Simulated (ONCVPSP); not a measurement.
## Scattering properties, ONCV potential for chromium (Cr)

```json
{
 "Element": "chromium (Cr)",
 "Generator": "ONCVPSP 4.0.1",
 "Type": "optimised norm-conserving Vanderbilt (ONCV)",
 "Functional": "Wu-Cohen",
 "Relativity": "scalar-relativistic",
 "Frozen core": "[Ar]",
 "Valence charge": "6",
 "Reference configuration": "3d5 4s1",
 "Partial waves": "4s: rc 2.85 bohr, ncon 4, nbas 7, qcut 2.3 1/bohr, 2 projectors, debl 1.9 Ha; p scattering state at 0.22 Ha: rc 2.65 bohr, ncon 5, nbas 8, qcut 2.5 1/bohr, 2 projectors, debl 1.2 Ha; 3d: rc 1.25 bohr, ncon 3, nbas 7, qcut 12.6 1/bohr, 1 projector",
 "Local potential": "polynomial inside 1.00 bohr (lpopt 5, dvloc0 0 Ha)",
 "Core correction": "Teter function, fcfact 2, rcfact 1.4"
}
```

In the p channel the program set the typed energies aside and used 0.050, 1.250 Ha.

The phase is arctan(r·R′/R) of the radial function R(r), unwrapped; energies in Ha, scanned from -2 to 5 Ha. A pole is an energy at which the radial function vanishes at the test radius. The pseudo phase is shifted by a multiple of π to meet the all-electron one at the reference energy, and phase errors are pseudo minus all-electron; the curves can meet again beyond the range given. Levels narrower than the energy grid can be missing from the lists of poles.

Problem. For each channel, where are the poles, and over which energies does the pseudopotential scatter like the atom?

Solution.

```csv
channel,radius (bohr),reference energy (Ha),"poles, all-electron","poles, pseudo",unbroken range about the reference energy with phases within 0.05 rad,phase error 1 Ha above the reference energy (rad)
s,2.89,-0.15,"0.63, 3.96","0.63, 3.55",below 3.7,-0.001
p,2.69,0.05,"-1.65, 1.34","0.89, 1.34, 4.80",-1.5 to 0.9,-3.140
d,1.27,-0.11,1.46,1.51,below 3.2,+0.004
```

Note: ghosts flagged at negative energy: s at -57.3 eV; GHOST(+) flagged for p at 24.6 eV. A true bound ghost makes a file unfit for plane-wave use.

Phases in the p channel:

```csv
E (Ha),all-electron,pseudo
-1.98,1.308,-1.811
-1.62,-1.726,-1.845
-1.26,-1.878,-1.897
-0.90,-1.974,-1.985
-0.54,-2.162,-2.170
-0.18,-2.724,-2.728
0.18,-3.916,-3.917
0.54,-4.415,-4.419
0.90,-4.595,-4.948
1.26,-4.694,-7.836
1.62,-4.773,-7.913
1.98,-4.859,-7.994
2.34,-5.003,-8.121
2.70,-5.447,-8.477
3.06,-6.996,-9.995
3.42,-7.527,-10.665
3.78,-7.674,-10.831
4.14,-7.745,-10.909
4.50,-7.789,-10.961
4.86,-7.822,-11.003
```
